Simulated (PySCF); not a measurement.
Ligands exchanged one at a time, Al H-SiH3. Isolated molecules, 0 K electronic values unless said otherwise. Strings in code marks are SMILES.

Computed with PySCF 2.14.0 with PBE-D3(BJ)/def2-TZVP // B3LYP-D3(BJ)/def2-TZVP. All candidates: neutral, multiplicity 1. 

```
Quantity          Value
-------------  --------
LUMO           -2.87 eV
dipole moment    0.22 D
HOMO–LUMO gap   3.67 eV
```

Question: Which member has these values?
(A) `[AlH3]`
(B) `[AlH2][SiH3]`
(C) `[SiH3][Al]([SiH3])[SiH3]`

Answer: B, `[AlH2][SiH3]`. The others give `[SiH3][Al]([SiH3])[SiH3]`: -3.35 eV, 0.09 D, 2.95 eV; `[AlH3]`: -2.52 eV, 0.00 D, 4.78 eV
